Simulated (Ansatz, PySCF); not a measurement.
Breaking the N3–H4 bond in CdH3N (SMILES [NH2][CdH]) (multiplicity 1 held, fragments rigid). Energies count from the point at 1.013 Å.
Geometry at that point (charge 0, multiplicity 1):
```xyz
5

Cd    -0.19315    -0.04078    -0.22747
H     -1.20928    -0.23635    -1.52039
N      1.16168     0.26843     1.25041
H      1.49907    -0.57553     1.69862
H      0.84969     0.89031     1.98724
```

Active spaces are followed from a long bond inwards. Levels need not reach the same state.

Cores are frozen in the correlated methods. Rows in 3-21G carry no dispersion term and start afresh at each structure; the Pople sets are all-electron and without relativity.

Codes used: Ansatz (a first-principles code) with Gaussian orbitals; PySCF for 3-21G rows. Each number belongs to the level named beside it. In def2 rows elements past Kr take small-core potentials, without spin–orbit coupling.

Estimate the energy at R = 3.243 Å that R-HF/3-21G returns for this input.

824 kJ/mol

Doubts at one or more of the structures used: a restricted determinant that unrestricted orbitals would lower (R-HF/3-21G).
